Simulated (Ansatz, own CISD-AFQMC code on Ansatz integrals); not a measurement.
CH7BSi, SMILES `CB[SiH3]` (charge 0, multiplicity 1).

Cartesian coordinates (Å):
```xyz
10

C     -1.5659    -0.1698    -0.1169
B     -0.2593     0.6467     0.0507
Si     1.5865    -0.1658     0.1397
H     -1.5130    -1.2246     0.1574
H     -2.4554     0.2934     0.3162
H     -1.7279    -0.1465    -1.2106
H     -0.3320     1.8453     0.0874
H      2.1357     0.0750     1.5080
H      2.5183     0.4825    -0.8272
H      1.6131    -1.6361    -0.1049
```
Charge 0, spin multiplicity 1.

Frozen-core energies in cc-pVDZ from Ansatz (a program for electronic structure) at a geometry from PBE0-D3(BJ)/def2-TZVP; the HF reference has <S^2> = 0.00 and the T1 diagnostic is 0.011.

```tsv
level	energy (Ha)
HF	-355.53434
MP2	-355.86821
CCSD	-355.92593
```

Question: Estimate the energies of CCSD(T), CCSDT, phaseless AFQMC, CISD trial (own CISD-AFQMC code on Ansatz integrals; ±0.30 mHa) and CCSDT(Q), and give each level's difference from CCSDT(Q).

Answer: 
```json
[
 {"level": "MP2", "energy (Ha)": "-355.86821", "difference from CCSDT(Q) (mHa)": "69.53"},
 {"level": "CCSD", "energy (Ha)": "-355.92593", "difference from CCSDT(Q) (mHa)": "11.81"},
 {"level": "CCSD(T)", "energy (Ha)": "-355.93599", "difference from CCSDT(Q) (mHa)": "1.75"},
 {"level": "CCSDT", "energy (Ha)": "-355.93729", "difference from CCSDT(Q) (mHa)": "0.45"},
 {"level": "phaseless AFQMC, CISD trial (own CISD-AFQMC code on Ansatz integrals; ±0.30 mHa)", "energy (Ha)": "-355.93760", "difference from CCSDT(Q) (mHa)": "0.14"},
 {"level": "CCSDT(Q)", "energy (Ha)": "-355.93774", "difference from CCSDT(Q) (mHa)": "0.00"}
]
```
